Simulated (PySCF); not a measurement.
How methods differ on the excitation energy of Hg

Hg [Xe] 4f14 5d10 6s2 (1S) → Hg [Xe] 4f14 5d10 6s1 6d1 (3D), as a difference of total energies. Computed with PySCF 2.14 in aug-cc-pwCVDZ-PP with ECP60MDF, with a scalar-relativistic core potential. Correlated levels: valence and next inner shell: nothing frozen outside the core potential. The calculations carry no spin-orbit coupling.

```json
{"method": "UHF", "excitation energy (cm⁻¹)": "68332"}
{"method": "MP2 (valence and next inner shell)", "excitation energy (cm⁻¹)": "83382"}
{"method": "SCS-MP2 (valence and next inner shell)", "excitation energy (cm⁻¹)": "82851"}
{"method": "CCSD (valence and next inner shell)", "excitation energy (cm⁻¹)": "80569"}
{"method": "CCSD(T) (valence and next inner shell)", "excitation energy (cm⁻¹)": "81508"}
```

The promoted electron is Rydberg-like, and one or two diffuse shells describe it only roughly, which tends to raise the upper state.
